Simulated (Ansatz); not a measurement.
CH7ClOSi2 (`C[SiH2]O[SiH2]Cl`). Total charge 0; spin multiplicity 1. The structure was optimised at the PBE0-D4/def2-TZVP level. It is one conformer, not always the lowest.

```xyz
12

C     0.276    1.215   -1.458
Si    0.541   -0.542   -0.921
O     0.472   -0.662    0.723
Si   -0.498   -0.687    2.015
Cl   -1.930    0.782    1.861
H     1.029    1.875   -1.022
H    -0.710    1.570   -1.151
H     0.345    1.291   -2.547
H    -0.495   -1.433   -1.509
H     1.885   -1.030   -1.323
H     0.303   -0.405    3.223
H    -1.217   -1.976    2.110
```

Problem. What is the dipole moment at PBE/def2-TZVPP? (Estimate.)

Solution. Computed: 0.86 D, with components (0.58, 0.03, -0.63) D in this frame, pointing from negative to positive charge.

Problem. And with r2SCAN, B3LYP, ωB97M-V? (Best estimate.)

Solution. The calculation gave: r2SCAN 0.87 D, B3LYP 0.85 D, ωB97M-V 0.85 D.

Problem. Give the Mulliken charges with PBE, r2SCAN, B3LYP in def2-TZVPP. (Estimate.)

Solution. The calculation gave: 
```json
{"atom": "C1", "PBE": "-0.36", "r2SCAN": "-0.30", "B3LYP": "-0.37"}
{"atom": "Si2", "PBE": "0.39", "r2SCAN": "0.48", "B3LYP": "0.47"}
{"atom": "O3", "PBE": "-0.31", "r2SCAN": "-0.42", "B3LYP": "-0.39"}
{"atom": "Si4", "PBE": "0.46", "r2SCAN": "0.59", "B3LYP": "0.54"}
{"atom": "Cl5", "PBE": "-0.23", "r2SCAN": "-0.27", "B3LYP": "-0.26"}
{"atom": "H6", "PBE": "0.11", "r2SCAN": "0.08", "B3LYP": "0.10"}
{"atom": "H7", "PBE": "0.11", "r2SCAN": "0.08", "B3LYP": "0.11"}
{"atom": "H8", "PBE": "0.10", "r2SCAN": "0.08", "B3LYP": "0.10"}
{"atom": "H9", "PBE": "-0.08", "r2SCAN": "-0.08", "B3LYP": "-0.09"}
{"atom": "H10", "PBE": "-0.07", "r2SCAN": "-0.09", "B3LYP": "-0.08"}
{"atom": "H11", "PBE": "-0.05", "r2SCAN": "-0.07", "B3LYP": "-0.06"}
{"atom": "H12", "PBE": "-0.06", "r2SCAN": "-0.07", "B3LYP": "-0.07"}
```

B3LYP here is the variant with VWN-RPA as its local correlation; programs differ in this.
